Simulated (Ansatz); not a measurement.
`[NH2][SnH2][Cl]` at its PBE0-D4/def2-TZVP geometry, where that method's forces vanish. Charge 0, multiplicity 1. Sn takes the def2 core potential.

```tsv
atom	x (Å)	y (Å)	z (Å)
N1	-0.409	-0.108	-1.213
Sn2	0.255	0.023	0.672
Cl3	-0.789	1.887	1.616
H4	0.274	0.042	-1.941
H5	-0.976	-0.913	-1.435
H6	1.918	0.374	0.706
H7	-0.273	-1.304	1.595
```

Q: For each bond, give half the difference of the two atoms' forces along it (eV/Å; positive pushes the atoms apart) under PBE-D4, r2SCAN-D4, B3LYP-D4, ωB97M-V in def2-TZVPP. (Estimate.)

A: The calculation gave: 
| bond | length (Å) | PBE-D4 | r2SCAN-D4 | B3LYP-D4 | ωB97M-V |
| --- | --- | --- | --- | --- | --- |
| N1–Sn2 | 2.002 | 0.17 | 0.09 | 0.23 | 0.04 |
| N1–H4 | 1.009 | 0.19 | 0.01 | -0.06 | -0.02 |
| N1–H5 | 1.009 | 0.19 | 0.01 | -0.06 | -0.02 |
| Sn2–Cl3 | 2.335 | 0.23 | 0.09 | 0.25 | 0.00 |
| Sn2–H6 | 1.700 | 0.02 | -0.04 | -0.05 | -0.09 |
| Sn2–H7 | 1.700 | 0.02 | -0.04 | -0.05 | -0.09 |

B3LYP here is the variant with VWN-RPA as its local correlation; programs differ in this.

Results of the Gaussian-basis code of Ansatz.
